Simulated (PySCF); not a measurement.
Dipole response of Ir (iridium, neutral)

[Xe] 4f14 5d7 6s2, high-spin 4F determinant. Calculation: PySCF 2.14, in aug-cc-pwCVDZ-PP with ECP60MDF (6s6p5d3f, 70 functions); scalar relativity through the core potential. Coupled (time-dependent) response in atomic units; α is the mean over directions. A double-zeta set is small for polarisabilities.

```csv
method,mean α (bohr³),C₆ (like pair),S(−4)
UHF,63.96,695.0,2208
PBE,47.23,496.0,839.1
PBE0,49.40,523.0,943.5
r2SCANh,50.53,552.3,962.5
```

S(−4) is the Cauchy moment in α(ω) = α(0) + S(−4) ω² + …

Reference α: 54 ± 7 bohr³ (recommended; Schwerdtfeger and Nagle, table of static dipole polarizabilities (2023 update)). Published C₆: 522.0 (Gould and Bucko (2016)).

Spin-orbit coupling is absent.

Hartree-Fock lies above the reference because it lacks correlation, which contracts the outer shell.

α(iu) at PBE0:

```csv
u (hartree),α(iu) (bohr³)
0,49.40
0.0500,47.19
0.100,41.91
0.200,30.33
0.300,22.13
0.500,13.59
0.750,8.944
1.00,6.522
1.50,3.982
2.00,2.689
3.00,1.455
5.00,0.6139
```

A single London oscillator, α(iu) = α/(1 + u²/ω²), gives C₆ = (3/4) ω α². Matching the computed C₆ needs ω = 4 × 523.0 / (3 × 49.40²) = 0.286 hartree.

Energies and moments cover only the electrons outside the core potential. Spin-orbit coupling, absent here, splits the open shell strongly.
